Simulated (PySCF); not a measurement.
Molecule (SMILES): [SiH]F (F-SiH) (closed-shell singlet).
Geometry (B3LYP-D3(BJ)/def2-TZVP, fixed):
```xyz
3

Si    -0.2468    -0.3148     0.4521
H     -0.9813    -1.2112    -0.5591
F      0.4929     0.6243    -0.6411
```
Charge 0, spin multiplicity 1.

Basis-set convergence of the isotropic shielding of F3 at HF with PySCF. GIAO, no density fitting; atoms are numbered in the order shown. All functions are spherical. No added dispersion term, no relativity. Reference: the value in pcSseg-3, 162.21 ppm, itself unsure by roughly 3.81 ppm (its mean distance from pcseg-3, pcSseg-2). Deviations are taken from unrounded values. Cost is core time over that of aug-cc-pV(T+d)Z, rough, on shared machines of one kind; a dash marks a row that isn't timed (too short, read off another run, short of memory, by another algorithm or on other hardware).

| basis | functions | isotropic shielding of F3 (ppm) | minus reference (ppm) | cost |
|---|---|---|---|---|
| STO-3G | 15 | 266.89 | 104.68 | - |
| 3-21G | 24 | 148.42 | -13.79 | - |
| 6-31G | 24 | 127.84 | -34.38 | - |
| pcSseg-0 | 24 | 116.45 | -45.76 | - |
| pcseg-0 | 24 | 163.12 | 0.91 | - |
| def2-SV(P) | 34 | 159.74 | -2.47 | - |
| 6-31+G* | 42 | 181.89 | 19.67 | - |
| pcSseg-1 | 46 | 145.40 | -16.82 | - |
| 6-311G** | 50 | 144.31 | -17.91 | - |
| aug-pcseg-1 | 59 | 166.34 | 4.12 | - |
| aug-cc-pV(D+d)Z | 64 | 176.66 | 14.44 | - |
| def2-TZVP | 74 | 154.01 | -8.20 | - |
| pcseg-2 | 78 | 152.58 | -9.63 | - |
| def2-TZVPD | 92 | 161.40 | -0.82 | 0.3× |
| pcSseg-2 | 93 | 158.90 | -3.32 | 0.3× |
| aug-cc-pV(T+d)Z | 124 | 170.43 | 8.22 | 1× |
| def2-QZVPP | 157 | 161.97 | -0.24 | 3× |
| pcSseg-3 | 181 | 162.21 | 0.00 | 4× |
